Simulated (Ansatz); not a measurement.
```yaml
crystal:
  periodic: [false, false, false]
  atoms:
    - {symbol: O, position_ang: [-2.027953, 3.239209, -2.118642]}
    - {symbol: C, position_ang: [-1.027944, 1.343293, -1.190952]}
    - {symbol: C, position_ang: [0.674869, 0.617328, 1.187656]}
    - {symbol: B, position_ang: [0.380980, -2.190271, -0.160792]}
    - {symbol: O, position_ang: [-1.165358, -1.253342, -2.231301]}
    - {symbol: H, position_ang: [2.610932, 1.586308, 1.194671]}
    - {symbol: H, position_ang: [-0.294668, 0.979810, 3.089236]}
    - {symbol: H, position_ang: [1.032086, -4.435634, 0.119006]}
basis:
  gaussian: {orbitals: def2-mTZVPP, final_grid: {core_spheres: 20, valence_spheres: 16, degree: 47}, nuclear_model: gaussian, point_charges: [{charge: 2.00, position_ang: [5.653, 0.070, -0.793]}]}
hamiltonian: {xc: {name: r2SCAN50}, dispersion: d4, pseudopotentials: {relativity: none}}
accuracy: high
```

```sh
$ ansatz run in.yaml --threads 2 --pin off --events-out ev --progress --plain --max-ram 4352MiB
```

It prints (some lines left out):

```
Functional definition: r2SCAN50
2370 factors; integrals over basis functions are off by at most 4.3e-8 eV
mean field evaluation 1: about -6797.8633 eV, gradient 1.1e2 eV
mean field evaluation 2: about -5999.3834 eV, gradient 3.2e2 eV
mean field evaluation 4: about -6829.9126 eV, gradient 6.6e1 eV
mean field evaluation 8: about -6829.9363 eV, gradient 6.6e1 eV
mean field evaluation 16: about -6848.0359 eV, gradient 1.5e0 eV
mean field evaluation 32: about -6847.9632 eV, gradient 4.6e0 eV
mean field -6848.29521141 eV, -251.6702070782 hartree, gradient 2.9e-8 eV, S^2 0.000000; 6 other end points of the search recorded, 0 dependent functions left out
reference -6848.29521202 eV, -251.6702071005 hartree; 18, 18 occupied and 102, 102 virtual orbitals, 2370 factors
Total energy: -6848.33991160 eV, -251.6718497798 hartree
```

In this input the coordinates are in bohr but typed as ångström. Self-consistency was reached. The result belongs to that input, not to the molecule as meant.
